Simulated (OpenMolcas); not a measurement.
Cr2+ among 6 point charges of -1.5 e arranged as a trigonal prism (D3h), 2.08 Å from the ion, with a polar angle of 46.6° against the regular 49.1°.

| Item | Value |
| --- | --- |
| Program | OpenMolcas |
| Method | CASSCF |
| Basis | ANO-RCC-VTZP [6s5p3d2f1g] |
| Scalar Hamiltonian | DKH2, point nucleus |
| Active space | 4 electrons in 5 orbitals (3d) |
| State averaging | 2S+1 = 5 even, 5 roots; 2S+1 = 3 even, 45 roots; 2S+1 = 1 even, 50 roots |
| Spin-orbit coupling | state interaction with AMFI integrals over the reference wave functions |

**Question.** What is the spin-free ground state (labels of D3, the rotations of D3h)?

**Answer.** 5E, 2-fold in its orbital part, 100 % from free-ion D terms; it has the highest spin that d4 allows.

**Question.** Where is the first state of the same spin?

**Answer.** 5A1 at 1650 cm-1 above the ground state.

**Question.** What are the lowest two levels with spin-orbit coupling?

**Answer.** A 2-fold level with g = 0.00, 0.00, 5.91, then a 1-fold level 34.6 cm-1 above it. Their leading multiplicities are 5 (100 %) and 5 (100 %).

**Question.** What is χT at 300 K, and how does it compare with the textbook value?

**Answer.** The lowest level has 2S+1 = 5, for which the spin-only value is χT = S(S+1) / 2 = 3.000 cm3 K/mol (g = 2). The computed 2.675 at 300 K differs by -0.325, through orbital momentum, spin-orbit coupling and any other state in reach.

An orbital doublet at a regular site is open to a Jahn-Teller distortion, which this geometry leaves out. Without dynamic correlation the repulsion within the d shell is too large (B by tens of per cent), so at a given field states of lower spin stand too high. Point charges carry no covalency, so the field is a model and not that of real ligands. An unlabelled pair can be two single states that coincide in this model. No measured value stands beside these numbers.

With an even number of electrons the g values are those of a degenerate or nearly degenerate non-Kramers pair.
